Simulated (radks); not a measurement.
The numbers below are computed, except where a source is named.
Valence configurations of Dy I (all share [Xe]). Code: a radial shooting solver on a logarithmic mesh with Libxc functionals. Model: non-relativistic Kohn-Sham, TPSS, spin-polarised, spherical densities, point nucleus; open shells are filled with parallel spins first (spin-orbit coupling, left out, can overturn this in heavy ions); meta-GGA in the generalised Kohn-Sham scheme; relativity is left out, which matters for an element this heavy. Energies are relative to 4f10 6s2; eigenvalues in eV for spin up.

valence           E (eV)  moment (Bohr magnetons)    e(4f)   e(5d)   e(6p)   e(6s)
4f10 6s2           0.000                        4   -8.284       -       -  -3.526
4f9 5d1 6s2        5.272                        6  -15.487  -3.492       -  -4.057
4f8 6s2 6p2       24.711                        8  -31.134       -  -3.681  -7.190
4f10 5d0.5 6s1.5   0.657                        5   -7.353  -1.628       -  -3.463
4f9 6s2 6p1        7.814                        6  -19.139       -  -2.590  -5.465
4f10 6p2           3.833                        6  -10.347       -  -2.529       -
4f8 5d2 6s2       15.275                        8  -23.261  -4.918       -  -4.375
4f10 6s1 6p1       1.582                        6   -9.217       -  -2.114  -4.400
4f8 6p4           31.705                        8  -33.092       -  -4.409       -

NIST lists [Xe] 4f10 6s2 as the ground configuration; this level of theory agrees among the configurations tried. The energies are those of spherical high-spin densities, not of single terms. No valid solution was reached for [Xe] 4f11 6s1. Relativity is left out, which favours d and f over s occupation in heavy atoms.
